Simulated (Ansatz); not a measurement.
Ansatz (a quantum-chemistry and plane-wave program) input (HSE06/def2-TZVPD):

Ansatz 0.2 input:
```yaml
crystal:
  periodic: [false, false, false]
  atoms:
    - {symbol: Si, position_ang: [0.01134449, -0.17548464, 0.58537902]}
    - {symbol: O, position_ang: [-0.48240654, 1.47068926, 0.30794980]}
    - {symbol: O, position_ang: [-1.01471433, -1.06449393, -0.49276782]}
    - {symbol: O, position_ang: [1.36862085, -0.22478769, -0.55385831]}
    - {symbol: H, position_ang: [-0.54711241, 1.63998159, -0.64382414]}
    - {symbol: H, position_ang: [-0.63218849, -1.02385784, -1.38064888]}
    - {symbol: H, position_ang: [2.04847813, 0.38940002, -0.26142261]}
basis:
  gaussian:
    orbitals: def2-TZVPD
hamiltonian:
  xc: {name: HSE06}
total_charge: -1
output: {forces: true}
```

End of the output:

```
mean field evaluation 4: about -14064.2222 eV, gradient 1.2e0 eV
mean field evaluation 8: about -14064.2255 eV, gradient 3.9e-2 eV
mean field evaluation 16: about -14064.2468 eV, gradient 1.7e-4 eV
mean field -14064.24682708 eV, -516.8515378062 hartree, gradient 1.6e-5 eV, S^2 0.000000; 0 other end points of the search recorded, 0 dependent functions left out
the calculation of the forces begins
reference -14064.24687260 eV, -516.8515394790 hartree; 21, 21 occupied and 169, 169 virtual orbitals, 1001 factors
Total energy: -14064.24687260 eV, -516.8515394790 hartree
Atom 0 at     0.011344    -0.175485     0.585379 Å, force     0.000775     0.155769    -0.516907 eV/Å
Atom 1 at    -0.482407     1.470689     0.307950 Å, force     0.040515    -0.186156    -0.028522 eV/Å
Atom 2 at    -1.014714    -1.064494    -0.492768 Å, force     0.144132     0.110081     0.069426 eV/Å
Atom 3 at     1.368621    -0.224788    -0.553858 Å, force    -0.102685     0.053599     0.210182 eV/Å
Atom 4 at    -0.547112     1.639982    -0.643824 Å, force     0.011803    -0.039163     0.144502 eV/Å
Atom 5 at    -0.632188    -1.023858    -1.380649 Å, force    -0.023522    -0.023524     0.131439 eV/Å
Atom 6 at     2.048478     0.389400    -0.261423 Å, force    -0.071017    -0.070605    -0.010120 eV/Å
Dipole moment:     0.249723     0.267760    -0.652249 e Å
```

It need not be the lowest isomer of its formula. Whether it binds its extra electron was not tested at this geometry.
